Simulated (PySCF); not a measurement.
HgCl, SMILES [Hg][Cl] (connectivity only; charge and spin as stated), neutral, multiplicity 2. Atoms are numbered in the order given.

```xyz
2

Hg     0.0000     0.0000    -0.4313
Cl     0.0000     0.0000     2.0296
```
Charge 0, spin multiplicity 2.

Geometry: B3LYP-D3(BJ)/def2-TZVPD. The spin state was assumed, not searched. The def2 effective core potentials stand for the cores of Hg; spin–orbit coupling is left out.

These are B3LYP/def2-TZVPD (PySCF) values and carry that method's errors.

Mulliken values depend strongly on the basis, most of all with diffuse functions as here. ESP charges are fitted to the potential on shells at 1.4 to 2.0 van der Waals radii. Atomic charges (e):

| atom | Mulliken | ESP fit | Mulliken spin |
|---|---|---|---|
| Hg1 | 0.40 | [?] | 0.62 |
| Cl2 | -0.40 | [?] | 0.38 |

### Question
Some entries are withheld; supply them. (Estimate from the structure and the level; the computed values follow.)

### Answer

- Hg1, ESP fit: 0.30
- Cl2, ESP fit: -0.30
